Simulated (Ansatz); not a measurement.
Reaction (silylene formation by 1,1-elimination): `C=C([SiH3])C=S` → `C=CC=S` + `[SiH2]`

Gas-phase electronic energies from Ansatz, PBE0-D4/def2-TZVP geometries. CCSD(T)/CBS adds triple-zeta CCSD(T) − MP2 to the extrapolated MP2 energy (def2 sets, frozen cores). This one scheme is used for every species. DFT in def2-TZVPP. B3LYP here is the variant with VWN-RPA as its local correlation; programs differ in this. Each species was taken in one conformer, which may not be the lowest.

| level | ΔE (kJ/mol) | difference from CCSD(T)/CBS |
| --- | --- | --- |
| B3LYP-D4 | 213.8 | -7.1 |
| ωB97X-V | 230.6 | 9.7 |
| B2PLYP | 212.3 | -8.6 |
| r2SCAN | 233.0 | 12.1 |
| PBE0 | 220.3 | -0.6 |
| B3LYP | 196.6 | -24.3 |
| HF/def2-TZVPP | 193.3 | -27.6 |
| MP2/def2-TZVPP | 236.8 | 15.9 |
| SCS-MP2/def2-TZVPP | 223.1 | 2.2 |
| CCSD/def2-TZVPP | 208.3 | -12.6 |
| CCSD(T)/def2-TZVPP | 214.5 | -6.4 |
| HF/def2-QZVPP | 193.8 | -27.1 |
| MP2/def2-QZVPP | 240.7 | 19.8 |
| SCS-MP2/def2-QZVPP | 227.1 | 6.2 |
| HF/CBS(def2) | 193.8 | -27.1 |
| CCSD/CBS(def2) | 214.8 | -6.1 |
| CCSD(T)/CBS | 220.9 | 0 |

Largest T1 diagnostic among the species: 0.016.

From PBE to PBE0 (25 % exact exchange), in def2-TZVPP and without D4, ΔE moves by +9.1 kJ/mol. In def2-TZVPP, CCSD(T) changes the Hartree–Fock value by +21.1 kJ/mol (the triples alone add +6.2 kJ/mol) and MP2 by +43.5 kJ/mol.
